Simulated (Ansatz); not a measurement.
Si₂Ge, relaxed as a quintet with UKS PBE0-D4/def2-TZVP in Ansatz, starting from the PBE0-D4/def2-TZVP geometry of the neutral singlet. Force threshold 0.02 eV/Å.

At PBE0-D4/def2-TZVP a triplet of charge 0 lies 2.05 eV below the quintet, each at its own geometry. The structure comes from a short search, and lower isomers may exist.

Start:

```xyz
3

Si    0.862   -0.504    0.499
Si    0.169   -0.068   -1.513
Ge   -1.031    0.572    1.013
```

Problem. Estimate the energy that the relaxation releases and the steps that it takes.

Solution. 0.33 eV, in 6 steps; 9 s on 4 threads of Arm Neoverse V2 on a shared host. The force fell under the threshold at step 4, but the optimiser went on. No frequencies were taken in this run, so the end may be a saddle point.

Problem. Does the start keep its bonding and symmetry?

Solution. By distances, no bond broke or formed. The bond that changes most is Si2–Ge3, from 2.87 to 2.59 Å (atoms count from 1). Point group Cs at the start, Cs at the end, both within 0.05 Å.

Problem. Predict the relaxed structure.

Solution. 
```xyz
3

Si    0.988   -0.578    0.576
Si    0.046    0.002   -1.428
Ge   -1.034    0.577    0.853
```
Bond lengths: 2 × Ge–Si 2.35 to 2.59 Å; 1 × Si–Si 2.29 Å.
